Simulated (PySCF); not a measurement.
Mo(NH)2(OH)2 (H4MoN2O2), SMILES [NH]=[Mo](=[NH])([OH])[OH], multiplicity 1.

Geometry: B3LYP-D3(BJ)/def2-SVP. The spin state was assumed, not searched. The def2 effective core potentials stand for the cores of Mo; spin–orbit coupling is left out. Other conformers were not sampled.

Two levels are set side by side: TDA-PBE/def2-SVPD (PySCF) and TDA-B3LYP/def2-SVPD (PySCF). Vertical, same geometry. The lowest singlet is HOMO→LUMO 86 % with PBE and HOMO→LUMO 77 %, HOMO→LUMO+1 18 % with the other functional; states are paired by order. Differences are taken from unrounded values.

| quantity | TDA-B3LYP | TDA-PBE | TDA-PBE minus TDA-B3LYP |
|---|---|---|---|
| lowest singlet excitation (eV) | 4.39 | 4.31 | -0.07 |
| lowest triplet excitation (TDA) (eV) | 3.91 | 3.90 | -0.01 |

Here PBE gives about what the other level gives.

Rough cost on one machine, each run with all the roots and properties that it gave: TDA-B3LYP against TDA-PBE about 2 times.
